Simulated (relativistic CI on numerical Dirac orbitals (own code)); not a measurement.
Ni VI: from the plainest model towards the measured levels

Calculated with a relativistic CI code on KLI orbitals (one set per configuration, finite nucleus), adding one ingredient at a time: step 1, Dirac-Coulomb, each configuration alone; step 2, with Breit and QED terms; step 3, with configuration mixing; step 4, with scaled Slater integrals (0.9); step 5, with a P86 correlation estimate; step 6, tied to the ionisation limit. P86 is a density functional for the correlation energy, evaluated here for each configuration and added to its levels. Step 6 is semi-empirical: configurations made of the next ion and one excited electron move by 4299 cm⁻¹, so that their limit matches the tabulated ionisation energy, and those with a non-penetrating f or g electron also take the P86 value of the least penetrating other one.

Configuration list (outside the closed core [Ne]): 3s2 3p6 3d5, 3s2 3p6 3d4 4s, 3s2 3p5 3d6, 3s2 3p6 3d4 4p, 3s2 3p6 3d4 4d, 3s2 3p6 3d4 5s, 3s 3p6 3d6, 3s2 3p6 3d4 5p, 3s2 3p6 3d4 4f, 3s2 3p6 3d4 5d, 3s2 3p6 3d4 5f, 3s2 3p6 3d3 4s 4p, 3s2 3p5 3d5 4s, 3s2 3p6 3d3 4s2, 3s2 3p6 3d2 4s2 4p, 3s2 3p6 3d2 4s2 4d, 3s2 3p6 3d2 4s2 5s, 3s2 3p6 3d3 4p2, 3s2 3p6 3d2 4s 4p2, 3s2 3p6 3d2 4p3, 3s2 3p6 3d2 4p2 4d, 3s2 3p6 3d2 4p2 5s.

Computed minus measured energy above the ground level, in cm⁻¹, for 22 of the 52 excited levels that pair in every step (one J of a term; a digit in brackets numbers repeated terms):

```tsv
Configuration	Term	J	Measured	Step 1	Step 2	Step 3	Step 4	Step 5	Step 6
3s2 3p6 3d5	4G	11/2	41921	4693	4493	4168	-374	-377	-379
3s2 3p6 3d5	4P	5/2	45884	7472	7586	6413	1243	1243	1242
3s2 3p6 3d5	4D	7/2	50331	7531	7494	5907	461	461	460
3s2 3p6 3d5	2I	11/2	61196	5156	5022	5451	-1189	-1196	-1199
3s2 3p6 3d5	2D(3)	5/2	64152	9909	10093	8238	1119	1117	1114
3s2 3p6 3d5	2F(1)	7/2	67085	9996	9950	8332	1014	1013	1010
3s2 3p6 3d5	2H	9/2	72909	8615	8579	8363	278	275	273
3s2 3p6 3d5	2G(2)	7/2	74628	9794	9697	8111	87	85	82
3s2 3p6 3d5	2F(2)	7/2	79608	11281	11197	9184	587	586	584
3s2 3p6 3d5	2S	1/2	86532	13935	13972	10528	1224	1227	1225
3s2 3p6 3d5	2D(2)	3/2	96461	14585	14650	12523	1868	1871	1870
3s2 3p6 3d5	2P	3/2	129952	19785	19853	16994	2562	2572	2573
3s2 3p6 3d4 4s	6D	1/2	295883	-542	9	510	-1859	5502	9797
3s2 3p6 3d4 4s	4D	1/2	307844	1614	2160	1920	-1750	5615	9907
3s2 3p6 3d4 4s	4P	1/2	328437	4569	5223	5427	-762	6601	10894
3s2 3p6 3d4 4s	4H	7/2	329486	1538	1928	2212	-3624	3738	8033
3s2 3p6 3d4 4s	4F	7/2	332175	4172	4555	4798	-1521	5842	10136
3s2 3p6 3d4 4s	4G	5/2	335384	4204	4614	4758	-1861	5502	9796
3s2 3p6 3d4 4s	2P	1/2	336405	5737	6327	6219	-758	6607	10900
3s2 3p6 3d4 4s	2H	9/2	337008	2659	2978	2956	-3664	3700	7993
3s2 3p6 3d4 4s	2F	7/2	339336	5510	5876	5693	-1419	5946	10239
3s2 3p6 3d4 4s	2G	7/2	343052	5499	5812	5619	-1791	5574	9867
```

Mean absolute errors in cm⁻¹, over all paired levels and for the configurations:

| Configuration, levels | Step 1 | Step 2 | Step 3 | Step 4 | Step 5 | Step 6 |
| --- | --- | --- | --- | --- | --- | --- |
| all, 52 | 6572 | 6684 | 6143 | 1697 | 3653 | 6129 |
| 3s2 3p6 3d5, 22 | 11239 | 11217 | 9789 | 1301 | 1303 | 1303 |
| 3s2 3p6 3d4 4s, 30 | 3150 | 3361 | 3469 | 1988 | 5376 | 9669 |

Measured levels: Corliss and Sugar, J. Phys. Chem. Ref. Data 10, 197 (1981). Some J values or terms of the table were assigned by a fit.

The mean absolute error is lowest at step 4 (1697 cm⁻¹), and the largest single drop is from step 3 to 4 (6143 to 1697). Terms of the ground configuration are off by 11239 at first, 9789 with mixing and 1301 after scaling, which stands in for the correlation that narrows term splittings. Mixing lowers the ground level by 625; relative to it the configurations that move most are 3s2 3p6 3d4 4s by +114. The P86 estimate moves 3s2 3p6 3d4 4s by +7364, and takes the mean absolute error of the excited configurations from 1988 to 5376; it overshoots. Step 6 takes that error from 5376 to 9669; it grows for 3s2 3p6 3d4 4s. The shift fits the limit, so it does little for low levels whose errors differ from those near the limit.
